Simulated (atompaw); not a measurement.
Before and after: PAW (atompaw) potential for sulfur (S)

S, PAW, made with atompaw 4.2.0.5 (PBE, scalar-relativistic). Core [Ne], reference 3s2 3p1 (charge +3). Waves: 3s (bound): rc 1.40 bohr; 3s channel at -3.1 Ry: rc 1.40 bohr; 3p (bound): rc 1.40 bohr; 3p channel at -1.35 Ry: rc 1.40 bohr. Local part: bessel scheme, radius 1.15 bohr. Core correction: smooth core density matched at 0.70 bohr. Augmentation charge: sinc compensation charge, radius 1.30 bohr; PAW radius 1.40 bohr; waves and projectors: custom rrkj gramschmidtortho.

Change: local potential bessel scheme, radius 0.60 bohr.

Cutoffs: the cutoffs (Ry, on a coarse ladder) from which the occupation-weighted sum of valence levels, in a spherical-Bessel basis at the reference potential, stays within 10 and 1 mRy of its value at 400 Ry; they do not see the model core or the augmentation charge, which bear on the density cutoff.

Q: What does the change do?

A: The potential gets neither clearly harder nor softer (18 Ry and 40 Ry → 18 Ry and 35 Ry); the range in which the s phases agree narrows (upper end at the end of the scan → 1.2); neither file shows a bound ghost.

```tsv
quantity	base	changed
cutoff, loose	18 Ry	18 Ry
cutoff, tight	40 Ry	35 Ry
bound ghosts	none	none
s: phases at 1.40 bohr within 0.05 rad from the reference energy up to (Ry; the scan ends near 5)	to the end of the scan	1.2
p: phases at 1.40 bohr within 0.05 rad from the reference energy up to (Ry; the scan ends near 5)	to the end of the scan	to the end of the scan
lowest overlap eigenvalue by channel	s 0.46, p 0.75	s 0.38, p 0.69
```

 The cutoffs see the waves, projectors and local potential, not the compensation charge or the core.
